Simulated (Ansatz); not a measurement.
`BN/C(C)=C\F` and `C/C(BN)=C\F` differ in one atom or group (the configuration at the double bond changes too).

Ansatz, PBE0-D4/def2-TZVP geometries, multiplicity 1. Each molecule was computed in one conformer, which needn't be the lowest.

```
                                      property  `BN/C(C)=C\F`
             LUMO energy (PBE/def2-TZVPP) / eV          -1.49
           HOMO–LUMO gap (PBE/def2-TZVPP) / eV           4.06
size of the dipole moment (PBE/def2-TZVPP) / D           1.54
            HOMO energy (PBE0/def2-TZVPP) / eV          -6.63
         HOMO energy (ωB97M-V/def2-TZVPP) / eV          -8.79
          HOMO–LUMO gap (PBE0/def2-TZVPP) / eV           6.05
```

Task: Give the same properties after the change, and the shifts. (Estimate.)

Result: The calculation gave: 
```
                                      property  `C/C(BN)=C\F`  shift
             LUMO energy (PBE/def2-TZVPP) / eV          -1.28   0.21
           HOMO–LUMO gap (PBE/def2-TZVPP) / eV           4.67   0.61
size of the dipole moment (PBE/def2-TZVPP) / D           2.28   0.74
            HOMO energy (PBE0/def2-TZVPP) / eV          -7.13  -0.50
         HOMO energy (ωB97M-V/def2-TZVPP) / eV          -9.33  -0.54
          HOMO–LUMO gap (PBE0/def2-TZVPP) / eV           6.81   0.76
```

With PBE0 the HOMO falls by 0.50 eV and the LUMO rises by 0.24 eV, so the gap widens by about 0.74 eV. PBE moves the HOMO by -0.40 eV and ωB97M-V by -0.54 eV. Dipoles are sizes alone; their direction can turn.
